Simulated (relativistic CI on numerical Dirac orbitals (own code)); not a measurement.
# Ligand-field terms of d2

Computed with a parametric ligand-field model of a d^n configuration (Racah B and C, spin-orbit zeta, crystal field), exact diagonalisation.

Field parameters in Wybourne normalisation: Oh B⁴₀ = 21Dq, B⁴₄ = √(5/14) B⁴₀; Td as Oh with Dq negative (B⁴₀ = 21Dq, B⁴₄ = √(5/14) B⁴₀). The field is a parameter set, without covalency.

**Question.** A d2 ion in Td symmetry has the ground term 3A2 and bands at 3T2 5550 cm⁻¹ (1802 nm), 3T1 9533 cm⁻¹ (1049 nm), 1E 13323 cm⁻¹ (751 nm), 1T2 18367 cm⁻¹ (544 nm), 3T1 20767 cm⁻¹ (482 nm), 1A1 21173 cm⁻¹ (472 nm). Which parameters reproduce them?

**Answer.** B = 910, C = 3410, ζ = 0 cm⁻¹, Td, 10Dq = -5550 cm⁻¹.

**Question.** A d2 ion in Oh symmetry has the ground term 3T1 and bands at 1T2 13390 cm⁻¹ (747 nm), 1E 13645 cm⁻¹ (733 nm), 3T2 17819 cm⁻¹ (561 nm), 1A1 28407 cm⁻¹ (352 nm), 3T1 29638 cm⁻¹ (337 nm), 3A2 37319 cm⁻¹ (268 nm). Which parameters reproduce them?

**Answer.** B = 900, C = 3740, ζ = 0 cm⁻¹, Oh, 10Dq = 19500 cm⁻¹.

**Question.** Ground term and bands for B = 410, C = 1760, ζ = 0 cm⁻¹, Oh, 10Dq = 38950 cm⁻¹?

**Answer.** Ground term 3T1 with 0.00 electrons in the two orbitals of the cubic e set. Spin-allowed: 3T2 37861 cm⁻¹ (264 nm), 3T1 42923 cm⁻¹ (233 nm), 3A2 76811 cm⁻¹ (130 nm). Lowest spin-forbidden: 1T2 6069 cm⁻¹ (1648 nm), 1E 6095 cm⁻¹ (1641 nm), 1A1 14565 cm⁻¹ (687 nm).

**Question.** Ground term and bands for B = 330, C = 1250, ζ = 0 cm⁻¹, Oh, 10Dq = 33300 cm⁻¹?

**Answer.** Ground term 3T1 with 0.00 electrons in the two orbitals of the cubic e set. Spin-allowed: 3T2 32418 cm⁻¹ (308 nm), 3T1 36486 cm⁻¹ (274 nm), 3A2 65718 cm⁻¹ (152 nm). Lowest spin-forbidden: 1T2 4548 cm⁻¹ (2199 nm), 1E 4568 cm⁻¹ (2189 nm), 1A1 10971 cm⁻¹ (911 nm).

**Question.** Ground term and bands for B = 910, C = 4080, ζ = 0 cm⁻¹, Oh, 10Dq = 35400 cm⁻¹?

**Answer.** Ground term 3T1 with 0.01 electrons in the two orbitals of the cubic e set. Spin-allowed: 3T2 33344 cm⁻¹ (300 nm), 3T1 44937 cm⁻¹ (223 nm), 3A2 68744 cm⁻¹ (145 nm). Lowest spin-forbidden: 1T2 14008 cm⁻¹ (714 nm), 1E 14152 cm⁻¹ (707 nm), 1A1 31651 cm⁻¹ (316 nm).
